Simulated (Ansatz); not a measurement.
CHNSi, SMILES `N#C[SiH]` (excited triplet) (charge 0, multiplicity 3). This triplet is an excited state, 1.09 eV above the relaxed singlet at the level B3LYP/cc-pVTZ // PBE0-D3(BJ)/def2-TZVP (Ansatz, an electronic-structure program).

The numbers are results of HSE06/cc-pVTZ // PBE0-D3(BJ)/def2-TZVP run with Ansatz, not measurements.

Ansatz 0.2 input:
```yaml
crystal:
  periodic: [false, false, false]
  atoms:
    - { symbol: N, position_ang: [1.952898, -0.236146, 0.022439] }
    - { symbol: C, position_ang: [0.840129, 0.015026, -0.184356] }
    - { symbol: Si, position_ang: [-0.85462, 0.488243, -0.578424] }
    - { symbol: H, position_ang: [-1.938409, -0.267124, 0.093523] }
basis:
  gaussian: { orbitals: cc-pVTZ }
hamiltonian:
  xc: hse06
magnetization:
  spin_polarized: true
  initial_magnetization: 2
```

Output:

```
Functional definition: HSE06
695 factors; their error is unknown
51 factors; integrals over basis functions are off by at most 1.5e-6 eV
mean field evaluation 1: about -10402.6546 eV, gradient 4.1e1 eV
mean field evaluation 2: about -10281.1423 eV, gradient 1.3e2 eV
mean field evaluation 4: about -10410.3995 eV, gradient 1.9e1 eV
mean field evaluation 8: about -10411.9605 eV, gradient 1.6e-1 eV
mean field evaluation 16: about -10411.9941 eV, gradient 5.8e-4 eV
mean field -10411.99407287 eV, -382.6337246748 hartree, gradient 2.4e-5 eV, S^2 2.010210; 0 other end points of the search recorded, 0 dependent functions left out
reference -10411.99410167 eV, -382.6337257333 hartree; 15, 13 occupied and 93, 95 virtual orbitals, 695 factors
Total energy: -10411.99410167 eV, -382.6337257333 hartree
```
